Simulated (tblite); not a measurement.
Species: C6H11NO2Si.
Atom-mapped SMILES: `[CH3:1][O:2][Si@H:3]([OH:4])[CH2:5][n:6]1[cH:7][cH:8][cH:9][cH:10]1` (hydrogens: H11, H12, H13 on C1; H14 on Si3; H15 on O4; H16, H17 on C5; H18 on C7; H19 on C8; H20 on C9; H21 on C10)

Computed with GFN2-xTB (tblite), gas phase: L-BFGS steps from a force-field or distance-geometry start until the largest atomic force falls under 0.01 eV/Å.

Step 18: E = -852.4641 eV
```
atom  x, y, z in Å  |  force x, y, z in eV/Å
C1     -2.2181    0.0489    1.3531    0.034  -0.007  -0.085
O2     -2.0900   -0.5983    0.1156   -0.030   0.005   0.009
Si3    -1.4297   -0.1168   -1.2879   -0.078   0.052   0.058
O4     -2.0395   -1.0901   -2.4293    0.002  -0.040   0.041
C5      0.4498   -0.4680   -1.3894   -0.068  -0.013  -0.007
N6      1.2199    0.1388   -0.3423    0.013   0.032   0.036
C7      1.5783   -0.4459    0.8256    0.070   0.041   0.064
C8      2.2646    0.4693    1.5826   -0.045   0.062  -0.003
C9      2.3043    1.6653    0.8416   -0.036  -0.039   0.034
C10     1.6421    1.4257   -0.3352    0.073   0.047   0.077
H11    -2.9137    0.8899    1.2584    0.089  -0.071   0.060
H12    -1.2539    0.4219    1.7149   -0.099  -0.078  -0.055
H13    -2.6222   -0.6804    2.0608    0.063   0.102  -0.045
H14    -1.7388    1.2879   -1.5568    0.021  -0.032  -0.023
H15    -2.8358   -1.5906   -2.2754   -0.071   0.036  -0.003
H16     0.6025   -1.5474   -1.3559    0.055  -0.071   0.022
H17     0.8341   -0.1276   -2.3503    0.040   0.020  -0.064
H18     1.3340   -1.4674    1.0401   -0.014  -0.032  -0.036
H19     2.6883    0.3063    2.5552   -0.017  -0.011  -0.030
H20     2.7619    2.5881    1.1419   -0.003  -0.015  -0.020
H21     1.4529    2.0732   -1.1678    0.000   0.012  -0.032
```

Step 19: E = -852.4671 eV
```
atom  x, y, z in Å  |  force x, y, z in eV/Å
C1     -2.2174    0.0478    1.3559    0.023  -0.014  -0.088
O2     -2.0970   -0.5920    0.1153   -0.023  -0.013  -0.030
Si3    -1.4313   -0.1140   -1.2862   -0.001  -0.024  -0.004
O4     -2.0317   -1.0989   -2.4233   -0.036  -0.046   0.062
C5      0.4508   -0.4674   -1.3898   -0.065  -0.017  -0.021
N6      1.2186    0.1409   -0.3406    0.010   0.002  -0.010
C7      1.5772   -0.4457    0.8271    0.028   0.016  -0.008
C8      2.2618    0.4704    1.5825   -0.022   0.032   0.056
C9      2.3021    1.6654    0.8420   -0.002   0.034   0.050
C10     1.6419    1.4285   -0.3351    0.024  -0.006   0.012
H11    -2.9105    0.8902    1.2688    0.063  -0.040   0.061
H12    -1.2513    0.4158    1.7128   -0.060  -0.060  -0.024
H13    -2.6203   -0.6841    2.0609    0.061   0.092  -0.028
H14    -1.7393    1.2847   -1.5724    0.008   0.015  -0.010
H15    -2.8415   -1.5801   -2.2746   -0.048   0.043  -0.018
H16     0.6002   -1.5494   -1.3549    0.054  -0.001   0.026
H17     0.8425   -0.1283   -2.3507   -0.014  -0.003  -0.007
H18     1.3357   -1.4706    1.0369   -0.005   0.029  -0.035
H19     2.6846    0.3054    2.5545   -0.003  -0.001  -0.007
H20     2.7597    2.5882    1.1414    0.005  -0.008  -0.005
H21     1.4564    2.0759   -1.1711    0.003  -0.032   0.028
```

Step 20: E = -852.4689 eV
```
atom  x, y, z in Å  |  force x, y, z in eV/Å
C1     -2.2164    0.0469    1.3570    0.010  -0.020  -0.068
O2     -2.1020   -0.5854    0.1139   -0.023  -0.031  -0.059
Si3    -1.4324   -0.1119   -1.2862    0.039  -0.056  -0.046
O4     -2.0249   -1.1081   -2.4180   -0.068  -0.049   0.075
C5      0.4504   -0.4672   -1.3906   -0.018  -0.013  -0.012
N6      1.2184    0.1419   -0.3402   -0.003  -0.015  -0.040
C7      1.5769   -0.4455    0.8275    0.014   0.027  -0.032
C8      2.2595    0.4717    1.5836   -0.034   0.013   0.021
C9      2.3005    1.6662    0.8433   -0.022   0.013   0.018
C10     1.6422    1.4299   -0.3351    0.013  -0.035   0.019
H11    -2.9073    0.8901    1.2798    0.028   0.002   0.044
H12    -1.2506    0.4102    1.7130    0.005  -0.035  -0.008
H13    -2.6175   -0.6862    2.0600    0.044   0.055  -0.006
H14    -1.7400    1.2833   -1.5858    0.002   0.030   0.000
H15    -2.8467   -1.5712   -2.2746   -0.029   0.048  -0.031
H16     0.5987   -1.5505   -1.3537    0.046   0.041   0.025
H17     0.8477   -0.1293   -2.3513   -0.050  -0.018   0.029
H18     1.3367   -1.4716    1.0343   -0.003   0.045  -0.028
H19     2.6815    0.3051    2.5541    0.019  -0.001   0.044
H20     2.7576    2.5881    1.1413    0.028   0.034   0.016
H21     1.4587    2.0765   -1.1725    0.003  -0.036   0.040
```

Step 21: E = -852.4706 eV
```
atom  x, y, z in Å  |  force x, y, z in eV/Å
C1     -2.2153    0.0457    1.3571    0.004  -0.017  -0.039
O2     -2.1073   -0.5796    0.1115   -0.024  -0.038  -0.071
Si3    -1.4326   -0.1104   -1.2868    0.049  -0.055  -0.075
O4     -2.0194   -1.1178   -2.4113   -0.076  -0.046   0.061
C5      0.4497   -0.4671   -1.3913    0.028  -0.006   0.002
N6      1.2185    0.1425   -0.3407   -0.001  -0.016  -0.034
C7      1.5769   -0.4447    0.8274   -0.010   0.012  -0.049
C8      2.2565    0.4731    1.5849   -0.023  -0.010   0.022
C9      2.2984    1.6671    0.8449   -0.016   0.024   0.005
C10     1.6428    1.4304   -0.3346   -0.007  -0.041  -0.005
H11    -2.9036    0.8902    1.2907   -0.002   0.036   0.021
H12    -1.2495    0.4044    1.7128    0.063  -0.015  -0.001
H13    -2.6142   -0.6880    2.0589    0.024   0.014   0.012
H14    -1.7408    1.2828   -1.5987    0.005   0.018   0.013
H15    -2.8526   -1.5623   -2.2756   -0.030   0.043  -0.033
H16     0.5983   -1.5507   -1.3523    0.037   0.054   0.022
H17     0.8516   -0.1309   -2.3513   -0.074  -0.023   0.037
H18     1.3375   -1.4717    1.0312   -0.002   0.049  -0.017
H19     2.6790    0.3048    2.5544    0.022   0.003   0.060
H20     2.7562    2.5886    1.1414    0.031   0.046   0.026
H21     1.4609    2.0763   -1.1731    0.002  -0.032   0.043
```

Question: Estimate the geometry and energy of step 22. (The exact step hangs on the optimiser's Hessian estimate; all steps are aligned on step 21, rigid shifts and turns removed.)

Answer: E = -852.4727 eV, largest force 0.108 eV/Å
```
atom  x, y, z in Å  |  force x, y, z in eV/Å
C1     -2.2136    0.0438    1.3565    0.005  -0.001  -0.001
O2     -2.1148   -0.5729    0.1073   -0.020  -0.022  -0.062
Si3    -1.4318   -0.1090   -1.2883    0.029  -0.037  -0.088
O4     -2.0137   -1.1311   -2.4009   -0.082  -0.050   0.022
C5      0.4494   -0.4672   -1.3919    0.068   0.004   0.023
N6      1.2191    0.1430   -0.3419    0.004  -0.004  -0.017
C7      1.5766   -0.4433    0.8264   -0.017   0.001  -0.028
C8      2.2521    0.4749    1.5873   -0.008  -0.024   0.003
C9      2.2952    1.6689    0.8472   -0.009   0.014  -0.006
C10     1.6433    1.4306   -0.3341   -0.012  -0.023  -0.006
H11    -2.8986    0.8912    1.3048   -0.023   0.054  -0.010
H12    -1.2467    0.3966    1.7116    0.108  -0.002  -0.005
H13    -2.6096   -0.6904    2.0577    0.003  -0.029   0.022
H14    -1.7417    1.2828   -1.6152    0.015  -0.018   0.033
H15    -2.8618   -1.5505   -2.2778   -0.026   0.040  -0.032
H16     0.5991   -1.5502   -1.3501    0.024   0.042   0.019
H17     0.8553   -0.1335   -2.3507   -0.086  -0.016   0.018
H18     1.3385   -1.4708    1.0267   -0.005   0.032   0.000
H19     2.6762    0.3044    2.5558    0.013   0.008   0.059
H20     2.7551    2.5901    1.1420    0.021   0.042   0.031
H21     1.4636    2.0754   -1.1730   -0.003  -0.012   0.025
```

The energy changes by -0.0021 eV. The first-order estimate −F·Δx gives -0.0030 eV and the mean of the old and new forces, exact on a quadratic surface, -0.0021 eV. The step makes an angle of 73° with the force vector and moves no atom by more than 0.018 Å.

What follows is the cost of the whole relaxation. Hardware: an Intel Xeon 6975P-C with one thread (shared host). Cost: 0.74 s of wall time.
